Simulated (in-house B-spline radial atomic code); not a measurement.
Values are calculated unless marked as measured or tabulated.
## Stopping and range of 120 keV N in InAs

The pair potential comes from two frozen, spherical free-atom densities (PBE, B-spline radial code, scalar-relativistic past argon): electrostatics plus the change in Thomas-Fermi kinetic and Dirac exchange energy where they overlap, the recipe behind the universal ZBL potential, which averages such potentials (from solid-state densities) over many pairs. It is written V = (Z1 Z2 e²/r) φ(r/a), with e² = 14.3996 eV·Å and a = 0.46850 Å/(Z1^0.23 + Z2^0.23); ZBL's fit is φ = 0.18175 e^(−3.1998x) + 0.50986 e^(−0.94229x) + 0.28022 e^(−0.4029x) + 0.02817 e^(−0.20162x). Where φ falls below 4e-4 it is continued as an exponential.

The target is taken as amorphous, with density 5.68 g/cm³ (NSM archive of the Ioffe Institute); channelling is ignored. Masses: N 14.01, In 114.82, As 74.92 u. Nuclear stopping is S_n = 4π a Z1 Z2 e² M1/(M1 + M2) × s_n(ε), with s_n integrated over impact parameters for each pair. Electronic stopping is Lindhard and Scharff's S_e = Z1^(1/6) 8π e² a0 Z1 Z2/(Z1^(2/3) + Z2^(2/3))^(3/2) × v/v0, with a0 = 0.529177 Å and v = v0 at 24.801 keV/u; it misses the oscillations with Z1 seen in experiment, which reach tens of per cent. Compounds add by atom fraction.

```
target atom    a (Å)  ε at this energy  s_n, this pair  s_n, ZBL potential
         In  0.11677             2.529          0.2394              0.2388
         As  0.12331             3.748           0.209              0.2036
```

What are the atom density and the stopping powers at entry?

N = 5.68 × 0.602214/94.87 = 0.03606 atoms/Å³. For In: S_n = 788.2 × 0.2394 = 188.7 eV·Å², S_e = 2.1893 × √120000 = 758.4 eV·Å². For As: S_n = 812 × 0.209 = 169.7 eV·Å², S_e = 1.9927 × √120000 = 690.3 eV·Å². Averaged over the target's atoms (half each) and times N × 10 Å/nm, the ion loses N S_n = 64.6 eV/nm to recoils and N S_e = 261 eV/nm to electrons; the nuclear share is 20 %.

Along the track:

```csv
E (keV),N S_n (eV/nm),N S_e (eV/nm)
6,101,58.4
18,103,101
36,93.4,143
60,82.5,185
90,72.3,226
120,64.6,261
```

Estimate the path length and the projected range.

With continuous slowing down the path is the integral of dE/(N (S_n + S_e)). Trapezoids over the table give 448 nm, and the stretch below the first row, with stopping taken as √E, adds 2E/(N S) = 75 nm: 523 nm in all, against 500 nm on a fine grid from 5 eV. Deflections shorten the depth: to first order in the energy passed on, N (S_n + S_e) dR_p/dE = 1 − N S_n (M2/M1) R_p/(2E), summed over the target's atoms, and integrating this on the fine grid gives R_p = 219 nm, 0.44 of the path. Lindhard's rule of thumb R/(1 + M2/3M1), with mean M2/M1 = 6.77, gives 153 nm; it assumes that nuclear stopping leads, so it comes too short here. On the ZBL potential the same equation gives 222 nm, and the full integral equation, which keeps hard collisions, 229 nm.
